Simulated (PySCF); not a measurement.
# Working out the excitation energy of He

He 1s2 (1S) → He 1s1 2s1 (3S). All numbers are calculated (PySCF 2.14, the spin-free X2C one-electron Hamiltonian (Gaussian nucleus), in dyall-av3z (10s3p2d, 29 functions)). Frozen: nothing; the 4 highest virtual orbitals dropped. Energies in hartree (1 hartree = 27.21139 eV):

```json
{"part": "UHF", "He (lower)": "-2.861763", "He (upper)": "-2.171107"}
{"part": "MP2 opposite-spin", "He (lower)": "-0.034151", "He (upper)": "0.000000"}
{"part": "MP2 same-spin", "He (lower)": "0.000000", "He (upper)": "-0.000717"}
```

What does Hartree-Fock give?

(-2.171107) − (-2.861763) = 0.690656 hartree = 18.794 eV.

What do MP2 and SCS-MP2 (6/5 opposite-spin, 1/3 same-spin) give?

The opposite-spin parts differ by 0.929 eV and the same-spin parts by -0.020 eV. MP2: 18.794 + (0.929) + (-0.020) = 19.703 eV. SCS-MP2: 18.794 + 1.2 × (0.929) + (-0.020)/3 = 19.902 eV.

Measured between the centres of the two terms (NIST): 19.820 eV, so MP2 (valence) is off by -0.117 eV.

What remains against the reference includes basis incompleteness and correlation beyond second order.
